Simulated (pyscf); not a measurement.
## `[Cl][SnH]([Cl])[Cl]`, singlet

Gas-phase minimum from PySCF at ωB97X-D3(BJ)/def2-SVP, one conformer. 

SMILES: [Cl][SnH]([Cl])[Cl]
```xyz
5

Cl     2.2816    -0.9456    -0.9748
Sn     0.2540    -0.0991    -0.2498
Cl     0.0345     2.0200    -1.1523
Cl    -1.4086    -1.4160    -1.1750
H      0.1580    -0.0692     1.4373
```
Charge 0, spin multiplicity 1.

Bond lengths (Å): Cl1–Sn2 2.314, Sn2–Cl3 2.314, Sn2–Cl4 2.314, Sn2–H5 1.690. Angles (°): Cl1–Sn2–Cl3 107.2, Cl1–Sn2–Cl4 107.2, Cl1–Sn2–H5 111.7, Cl3–Sn2–Cl4 107.3, Cl3–Sn2–H5 111.6, Cl4–Sn2–H5 111.6.

Properties at ωB97X-D3(BJ)/def2-SVP:

```
Item                                                                                                                                                               Value
---------------------------------------------------------------------------------------------------------------------  -------------------------------------------------
Harmonic wavenumbers, unscaled                                                                                         113, 113, 134, 394, 415, 416, 581, 581, 2047 cm⁻¹
Zero-point energy                                                                                                                                           6.9 kcal/mol
Rotational symmetry number                                                                                                                                             3
Entropy of this conformer at 298 K and 1 atm, rigid rotor and harmonic oscillator, modes under 100 cm⁻¹ raised to 100                                    343.4 J/(mol K)
Dipole moment                                                                                                                                                     2.28 D
```

Single-point totals, which compare only within one level (frozen core for MP2 and CC):

```json
[
 {"level": "ωB97X-D3(BJ)/def2-TZVP", "total energy (hartree)": "-1595.77929"},
 {"level": "PBE/def2-TZVP", "total energy (hartree)": "-1595.10713"},
 {"level": "r²SCAN/def2-TZVP", "total energy (hartree)": "-1595.66827"},
 {"level": "B3LYP-D3(BJ)/def2-TZVP", "total energy (hartree)": "-1595.80259"},
 {"level": "PBE0-D3(BJ)/def2-TZVP", "total energy (hartree)": "-1595.23417"},
 {"level": "M06-2X/def2-TZVP", "total energy (hartree)": "-1595.56997"},
 {"level": "ωB97M-D3(BJ)/def2-TZVP", "total energy (hartree)": "-1595.86334"},
 {"level": "HF/def2-TZVPP", "total energy (hartree)": "-1592.61290"},
 {"level": "MP2/def2-TZVPP", "total energy (hartree)": "-1593.48975"},
 {"level": "CCSD/def2-TZVPP", "total energy (hartree)": "-1593.53161"},
 {"level": "CCSD(T)/def2-TZVPP", "total energy (hartree)": "-1593.56770"}
]
```

The CCSD(T) − MP2 part came from Ansatz, without density fitting, on the same reference. The frozen core leaves the outer d or s,p core shells of the metals and heavy elements correlated in the MP2 and CC values, and def2-TZVPP describes them poorly, so these totals are far from the basis limit. Elements past Kr carry the def2 core potentials, without spin-orbit coupling.
